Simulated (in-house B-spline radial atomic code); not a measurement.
Configurations of Sb3+, with energies counted from [Kr] 4d10 5s2. Computed with an all-electron radial atomic-structure program (B-spline basis): scalar-relativistic (X2C) LC-wPBE, spin-polarised, spherical fractional occupations, exact exchange averaged over the configuration, Fermi nucleus of rms radius 4.6802 fm. Shells without spins written out take the highest spin.

Occupations are held fixed; configurations that lie above the ionisation limit could autoionise.

```csv
configuration,E - E(ref) (eV),highest orbital,its <r> (bohr)
[Kr] 4d10 5s1 6f1,36.344,6f up,9.796
[Ar] 3d10 4s2 4p5 4d10 5s2 6p1,124.32,6p up,4.616
[Ar] 3d9 4s2 4p6 4d10 5s2 6s1,546.92,6s up,4.044
[Ar] 3d9 4s2 4p6 4d10 5s2 6p1,550.35,6p up,4.595
[Ar] 3d9 4s2 4p6 4d10 4f1 5s2,551.26,4f up,2.867
[Ar] 3d9 4s2 4p6 4d10 5s2 5f1,556.83,5f up,5.582
```

Question: Order these further configurations by energy, lowest first.
A. [Kr] 4d9 5s2 6d1
B. [Ar] 3d9 4s2 4p6 4d10 5s2 6f1
C. [Ar] 3d10 4s2 4p5 4d10 5s2 5p1
D. [Kr] 4d9 5s2 6p1
E. [Ar] 3d10 4s2 4p5 4d10 5s2 6f1

Answer: D (54.323 eV), A (59.23 eV), C (105.26 eV), E (134.28 eV), B (560.38 eV).

Question: How far above the reference does [Kr] 4d9 5s2 5d1 lie?

Answer: 49.653 eV; its least bound orbital is 5d up with <r> = 3.087 bohr.
